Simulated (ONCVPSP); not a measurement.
vanadium, ONCV: configuration errors across variants

vanadium (V), optimised norm-conserving Vanderbilt (ONCV), made with ONCVPSP 4.0.1 (PBE, scalar-relativistic). Core [Ne], reference 3s2 3p6 3d3 4s2. Waves: 3s+4s: rc 1.85 bohr, ncon 3, nbas 7, qcut 7 1/bohr, 2 projectors; 3p: rc 1.55 bohr, ncon 4, nbas 9, qcut 9.7 1/bohr, 2 projectors, debl 1.1 Ha; 3d: rc 2.25 bohr, ncon 4, nbas 9, qcut 6.1 1/bohr, 2 projectors, debl 0.8 Ha. Local part: polynomial inside 1.05 bohr (lpopt 5, dvloc0 0 Ha). Core correction: none.

In the p channel the program set the typed energies aside and used -1.618, 0.250 Ha.

All-electron excitation energies from the reference (eV): (1) 3s2 3p6 3d3 4s1 7.735; (2) 3s2 3p6 3d3 4s0 22.031; (3) 3s2 3p6 3d2 4s0 50.928; (4) 3s2 3p5 3d3 4s2 50.947.

Errors AE − PS in meV (a dash: test not solved or not reliable):

```tsv
change	(1)	(2)	(3)	(4)	bound ghosts	GHOST(+) flags above zero
base	0.0	-9.7	+206	-291	none	none
all radii scaled by about 0.80 (s 1.48, p 1.24, d 1.78 bohr); local potential polynomial inside 0.84 bohr (lpopt 5, dvloc0 0 Ha)	+0.8	+3.2	+101	-174	none	s
all radii scaled by about 0.83 (s 1.54, p 1.28, d 1.88 bohr); local potential polynomial inside 0.88 bohr (lpopt 5, dvloc0 0 Ha)	+0.9	+2.3	+121	-199	none	none
all radii scaled by about 0.90 (s 1.66, p 1.40, d 2.02 bohr); local potential polynomial inside 0.94 bohr (lpopt 5, dvloc0 0 Ha)	+0.7	-0.7	+151	-236	none	none
all radii scaled by about 1.07 (s 1.98, p 1.66, d 2.40 bohr); local potential polynomial inside 1.12 bohr (lpopt 5, dvloc0 0 Ha)	-0.7	-18	+249	-327	none	none
all radii scaled by about 1.11 (s 2.06, p 1.72, d 2.50 bohr); local potential polynomial inside 1.18 bohr (lpopt 5, dvloc0 0 Ha)	-1.2	-24	+275	-343	none	none
all radii scaled by about 1.18 (s 2.18, p 1.82, d 2.64 bohr); local potential polynomial inside 1.24 bohr (lpopt 5, dvloc0 0 Ha)	-2.0	-34	+327	-373	none	none
all radii scaled by about 1.32 (s 2.44, p 2.04, d 2.96 bohr); local potential polynomial inside 1.38 bohr (lpopt 5, dvloc0 0 Ha)	-3.9	-57	+449	-414	none	none
```

Problem. Give the same row for: all radii scaled by about 1.25 (s 2.32, p 1.94, d 2.82 bohr); local potential polynomial inside 1.32 bohr (lpopt 5, dvloc0 0 Ha).

Solution. -3.0, -47, +395, -403; bound ghosts: none; GHOST(+) flags above zero: none.
